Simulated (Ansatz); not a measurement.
Species: C$_{2}$H$_{6}$AlBr, SMILES `[CH3][Al]([CH3])[Br]` (charge 0, multiplicity 1).

Task: Give a relaxed geometry from B3LYP-D3(BJ)/def2-TZVP run with Ansatz (a first-principles code).

Result: the end point of this relaxation (outside a Z-matrix the atoms follow the SMILES, hydrogens last).
Z-matrix (Å, degrees):
```
Al
C 1 1.9459
H 2 1.0919 1 112.53
H 2 1.0932 3 108.28 1 -122.89
H 2 1.0938 3 107.99 4 -114.92
C 1 1.9460 2 126.54 3 5.45
H 6 1.0914 1 111.88 2 -149.94
H 6 1.0926 7 108.68 1 -124.17
H 6 1.0950 7 106.97 8 -115.35
Br 1 2.2865 2 116.41 3 -175.91
```
